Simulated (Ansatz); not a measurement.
`C=[C](C)[InH2]`, relaxed with RKS PBE0-D4/def2-TZVP in the Gaussian-basis code of Ansatz from a GFN2-xTB geometry. The force threshold is 0.005 eV/Å; the program also tests the step.

Total charge 0; spin multiplicity 1. In takes the def2 core potential.

Start:

```xyz
11

C    -0.003    0.704   -1.447
C    -0.060    0.030   -0.312
C    -0.601   -1.354   -0.163
In    0.722    0.982    1.527
H     0.399    1.712   -1.478
H    -0.353    0.301   -2.390
H     0.094   -1.965    0.423
H    -0.772   -1.832   -1.129
H    -1.546   -1.319    0.386
H     1.183    2.672    1.570
H     0.937    0.070    3.013
```

| step | energy (eV) | largest force (eV/Å) | largest move (Å) |
| --- | --- | --- | --- |
| 1 | -8394.6941 | 0.954 | 0.000 |
| 2 | -8394.7485 | 0.253 | 0.169 |
| 3 | -8394.7585 | 0.225 | 0.074 |
| 4 | -8394.7659 | 0.151 | 0.042 |
| 5 | -8394.7685 | 0.096 | 0.034 |
| 6 | -8394.7699 | 0.060 | 0.033 |
| 7 | -8394.7711 | 0.034 | 0.052 |
| 8 (rejected) | -8394.7687 | 0.141 | 0.034 |
| 9 | -8394.7716 | 0.017 | 0.016 |
| 10 (rejected) | -8394.7689 | 0.247 | 0.052 |
| 11 | -8394.7720 | 0.019 | 0.026 |
| 12 | -8394.7723 | 0.053 | 0.049 |
| 13 | -8394.7726 | 0.018 | 0.026 |
| 14 | -8394.7727 | 0.020 | 0.012 |
| 15 | -8394.7727 | 0.015 | 0.009 |
| 16 | -8394.7727 | 0.012 | 0.011 |
| 17 | -8394.7727 | 0.009 | 0.002 |
| 18 | -8394.7727 | 0.005 | 0.000 |
| 19 | -8394.7727 | 0.001 | 0.000 |

End:

```xyz
11

C     0.008    0.721   -1.360
C    -0.035    0.026   -0.222
C    -0.577   -1.369   -0.183
In    0.708    1.001    1.542
H     0.397    1.734   -1.412
H    -0.349    0.299   -2.301
H     0.174   -2.078    0.179
H    -0.911   -1.704   -1.172
H    -1.425   -1.448    0.505
H     1.304    2.611    1.348
H     0.706    0.207    3.076
```

Run time 61 s (4 threads of an Arm Neoverse V2 on a shared host); peak host memory 0.48 GiB.
